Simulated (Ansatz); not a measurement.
`C[O][Al]([NH2])[O]C`. Total charge 0; spin multiplicity 1. All single points use the PBE0-D4/def2-TZVP geometry. It is one conformer, not always the lowest.

```xyz
14

C     1.285   -0.815   -1.699
O     1.257    0.235   -0.787
Al    0.302    0.826    0.464
N     0.834    2.287    1.280
O    -1.127    0.113    0.987
C    -1.940   -0.978    0.694
H     1.243   -0.431   -2.724
H     2.215   -1.385   -1.594
H     0.449   -1.514   -1.569
H     1.672    2.793    1.051
H     0.342    2.725    2.039
H    -2.933   -0.640    0.377
H    -1.532   -1.612   -0.103
H    -2.069   -1.604    1.584
```

(1) What is the dipole moment at r2SCAN/def2-TZVPP? (An estimate is asked.)

(2) And with PBE, B3LYP, ωB97M-V? (Best estimate.)

(3) Give the Mulliken charges with r2SCAN, PBE, B3LYP in def2-TZVPP. (Estimate.)

## Answers

(1) Ansatz gave: 0.55 D, with components (-0.17, -0.46, -0.26) D in this frame, pointing from negative to positive charge.

(2) Computed: PBE 0.48 D, B3LYP 0.64 D, ωB97M-V 0.67 D.

(3) Computed: 
```tsv
atom	r2SCAN	PBE	B3LYP
C1	0.03	-0.12	-0.10
O2	-0.39	-0.31	-0.39
Al3	0.64	0.49	0.62
N4	-0.48	-0.41	-0.43
O5	-0.39	-0.31	-0.39
C6	0.03	-0.12	-0.10
H7	0.05	0.09	0.09
H8	0.05	0.09	0.09
H9	0.03	0.07	0.07
H10	0.15	0.15	0.14
H11	0.15	0.15	0.14
H12	0.05	0.09	0.09
H13	0.03	0.07	0.07
H14	0.05	0.09	0.09
```

B3LYP here is the variant with VWN-RPA as its local correlation; programs differ in this.
